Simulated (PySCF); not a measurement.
C$_{2}$H$_{7}$AlCl$_{2}$Si (SMILES [CH3][Al]([CH3])[SiH](Cl)Cl), singlet, at the geometry of the source list, with bond 8-5 at 1.8 times its length; SA2-CASSCF(2,3)/STO-3G run with PySCF.

Here is a job for PySCF.
```python
from pyscf import gto, scf, mcscf
import numpy

mol = gto.M(
    atom='''
Si    1.99060000   -0.38240000   -0.00040000
Cl    2.54920000   -1.51850000   -1.62700000
Cl    2.02320000   -1.66340000    1.63270000
Al   -0.40670000    0.16460000   -0.02160000
C    -1.56430000   -1.44430000    0.06340000
C    -0.60430000    2.14040000   -0.11100000
H     3.21250000    0.41170000    0.23810000
H    -0.44776000   -3.04738000    0.40864000
H    -2.11520000   -1.64180000   -0.86800000
H    -2.32000000   -1.40640000    0.86360000
H    -1.51900000    2.57250000    0.30440000
H    -0.54350000    2.49850000   -1.14620000
H     0.24150000    2.60390000    0.41680000
''',
    basis='sto-3g',
    verbose=4,
)

mf = scf.RHF(mol)
mf.kernel()
mc = mcscf.CASSCF(mf, 3, 2)
mc.fix_spin_(ss=0.0)
mc = mc.state_average_([0.5, 0.5])
mc.kernel()
```

Write the output that PySCF gives for this input, abridged.


```
PySCF version 2.14.0

[INPUT] verbose = 4
[INPUT] num. atoms = 13
[INPUT] num. electrons = 80
[INPUT] charge = 0
[INPUT] spin (= nelec alpha-beta = 2S) = 0
[INPUT] symmetry False subgroup None
[INPUT] Mole.unit = angstrom
[INPUT] Symbol           X                Y                Z      unit          X                Y                Z       unit  Magmom
[...]
nuclear repulsion = 477.954449951422
number of shells = 33
number of NR pGTOs = 159
number of NR cGTOs = 53
basis = sto-3g
ecp = {}

******** <class 'pyscf.scf.hf.RHF'> ********
method = RHF
initial guess = minao
damping factor = 0
level_shift factor = 0
DIIS = <class 'pyscf.scf.diis.CDIIS'>
diis_start_cycle = 1
diis_space = 8
diis_damp = 0
SCF conv_tol = 1e-09
SCF conv_tol_grad = None
SCF max_cycles = 50
direct_scf = True
direct_scf_tol = 1e-13
Set gradient conv threshold to 3.16228e-05
Initial guess from minao.
init E= -1511.65125010016
[...]
cycle= 1 E= -1512.53614392347  delta_E= -0.885  |g|= 0.333  |ddm|= 4.01
[...]
cycle= 2 E= -1512.6020755099  delta_E= -0.0659  |g|= 0.0782  |ddm|= 0.863
[...]
cycle= 3 E= -1512.60579770373  delta_E= -0.00372  |g|= 0.0248  |ddm|= 0.194
[...]
cycle= 4 E= -1512.60623699184  delta_E= -0.000439  |g|= 0.00752  |ddm|= 0.078
[...]
cycle= 5 E= -1512.60627034114  delta_E= -3.33e-05  |g|= 0.00261  |ddm|= 0.0185
[...]
cycle= 6 E= -1512.60627511412  delta_E= -4.77e-06  |g|= 0.000764  |ddm|= 0.00648
[...]
cycle= 7 E= -1512.60627575573  delta_E= -6.42e-07  |g|= 0.00022  |ddm|= 0.00246
[...]
cycle= 8 E= -1512.60627581856  delta_E= -6.28e-08  |g|= 4.92e-05  |ddm|= 0.000817
[...]
cycle= 9 E= -1512.60627582157  delta_E= -3.01e-09  |g|= 1.05e-05  |ddm|= 0.000179
[...]
cycle= 10 E= -1512.60627582171  delta_E= -1.36e-10  |g|= 1.98e-06  |ddm|= 4.33e-05
[...]
Extra cycle  E= -1512.60627582171  delta_E= 1.14e-12  |g|= 8.34e-07  |ddm|= 5.47e-06
converged SCF energy = -1512.60627582171

******** <class 'pyscf.mcscf.addons.StateAverageCASSCF'> ********
CAS (1e+1e, 3o), ncore = 39, nvir = 11
max_cycle_macro = 50
max_cycle_micro = 4
conv_tol = 1e-07
conv_tol_grad = None
orbital rotation max_stepsize = 0.02
orbital rotation threshold for CI restart = 0.01
augmented hessian ah_max_cycle = 30
augmented hessian ah_conv_tol = 1e-12
augmented hessian ah_linear dependence = 1e-14
augmented hessian ah_level shift = 1e-08
augmented hessian ah_start_tol = 2.5
augmented hessian ah_start_cycle = 3
augmented hessian ah_grad_trust_region = 3
kf_trust_region = 3
kf_interval = 4
ci_response_space = 4
ci_grad_trust_region = 3
with_dep4 0
natorb = False
canonicalization = True
sorting_mo_energy = False
ao2mo_level = 2
internal_rotation = False
******** <class 'pyscf.mcscf.addons.StateAverageSpinPenaltyFCISolver'> ********
max. cycles = 50
conv_tol = 1e-08
davidson only = True
linear dependence = 1e-12
level shift = 0.001
max iter space = 12
nroots = 2
pspace_size = 400
spin = None
State-average over 2 states with weights [0.5, 0.5]
CASCI E = -1512.47424943019  S^2 = 0.0000000
Set conv_tol_grad to 0.000316228
macro iter   1 ( 21 JK    4 micro), CASSCF E = -1512.51054896386  dE = -3.62995337e-02  S^2 = 0.0000000
               |grad[o]|= 0.16  |ddm|=0.0832  |maxRot[o]|=0.314
macro iter   2 ( 12 JK    4 micro), CASSCF E = -1512.51302589714  dE = -2.47693328e-03  S^2 = 0.0000000
               |grad[o]|=0.0493  |ddm|=0.0146  |maxRot[o]|=0.0735
macro iter   3 (  7 JK    2 micro), CASSCF E = -1512.51302739565  dE = -1.49851530e-06  S^2 = 0.0000000
               |grad[o]|=0.000545  |ddm|=0.00032  |maxRot[o]|=0.00259
macro iter   4 (  1 JK    1 micro), CASSCF E = -1512.51302739566  dE = -5.00222086e-12  S^2 = 0.0000000
               |grad[o]|=1.24e-05  |ddm|=4.91e-06  |maxRot[o]|=    0
1-step CASSCF converged in   4 macro ( 41 JK  11 micro) steps
CASSCF canonicalization
Density matrix diagonal elements [1.28060333 0.22863327 0.4907634 ]
CASSCF energy = -1512.51302739566
CASCI E = -1512.51302739566  E(CI) = -0.909752318294068  S^2 = 0.0000000
CASCI state-averaged energy = -1512.51302739566
CASCI energy for each state
  State 0 weight 0.5  E = -1512.67104502496 S^2 = 0.0000000
  State 1 weight 0.5  E = -1512.35500976636 S^2 = 0.0000000
```
